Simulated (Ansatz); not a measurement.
Mulliken charges of C$_{2}$H$_{5}$NOSi, SMILES `CO[SiH2]C#N` from r2SCAN/def2-TZVPP in Ansatz (PBE0-D4/def2-TZVP geometry).

```json
{"atom": "C1", "x (Å)": "-1.257", "y (Å)": "0.507", "z (Å)": "-0.786", "charge (e)": "0.001"}
{"atom": "O2", "x (Å)": "-0.001", "y (Å)": "0.982", "z (Å)": "-0.340", "charge (e)": "-0.368"}
{"atom": "Si3", "x (Å)": "0.910", "y (Å)": "0.246", "z (Å)": "0.786", "charge (e)": "0.553"}
{"atom": "C4", "x (Å)": "1.302", "y (Å)": "-1.482", "z (Å)": "0.223", "charge (e)": "-0.218"}
{"atom": "N5", "x (Å)": "1.515", "y (Å)": "-2.555", "z (Å)": "-0.139", "charge (e)": "-0.066"}
{"atom": "H6", "x (Å)": "-1.967", "y (Å)": "0.423", "z (Å)": "0.044", "charge (e)": "0.064"}
{"atom": "H7", "x (Å)": "-1.647", "y (Å)": "1.222", "z (Å)": "-1.510", "charge (e)": "0.072"}
{"atom": "H8", "x (Å)": "-1.158", "y (Å)": "-0.469", "z (Å)": "-1.270", "charge (e)": "0.074"}
{"atom": "H9", "x (Å)": "2.176", "y (Å)": "0.989", "z (Å)": "0.911", "charge (e)": "-0.049"}
{"atom": "H10", "x (Å)": "0.208", "y (Å)": "0.085", "z (Å)": "2.082", "charge (e)": "-0.063"}
```

Problem. By hand: the dipole of these point charges (1 e Å = 4.8032 D).

Solution. Σ q r = (-0.331, 0.293, 0.144) e Å, of length 0.465 e Å = 2.23 D.

Problem. How does the dipole of the full density compare? (An estimate is asked.)

Solution. The calculation gave: (-0.377, 0.535, 0.155) e Å, 3.23 D; the point charges give 0.69 times that, at 14° from its direction.

Point charges leave out the atoms' own dipoles, such as those of lone pairs, and Mulliken's split depends on the basis, so the two needn't agree.
